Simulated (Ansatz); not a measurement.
Cartesian coordinates (Å):
SMILES: [SiH3]/C(=C/O)C
```xyz
13

C      0.2366     1.4113    -0.6248
C      0.0198     0.0533    -0.0233
Si    -1.6962    -0.5956     0.2184
C      1.0354    -0.7255     0.3541
O      2.3347    -0.3546     0.2250
H      1.2967     1.6544    -0.7035
H     -0.2467     2.1879    -0.0239
H     -0.2012     1.4709    -1.6262
H     -1.6332    -1.9528     0.8275
H     -2.4912     0.2959     1.1094
H     -2.4291    -0.6823    -1.0763
H      0.8721    -1.7087     0.7895
H      2.9023    -1.0541     0.5542
```
Charge 0, spin multiplicity 1.

Method: frozen-core CCSD(T)/cc-pVTZ // PBE0-D3(BJ)/def2-TZVP (Ansatz, a quantum-chemistry and plane-wave program).

The HF energy comes out as -482.11549 Ha. The MP2 correlation energy is -0.86903 Ha.

Task: Estimate the CCSD correlation energy, the (T) correction, the total energy and the T1 diagnostic.

Result: 
```json
{
  "CCSD correlation energy": "-0.91570 Ha",
  "(T) correction": "-0.03787 Ha",
  "CCSD(T) total energy": "-483.06906 Ha",
  "T1 diagnostic": "0.012"
}
```
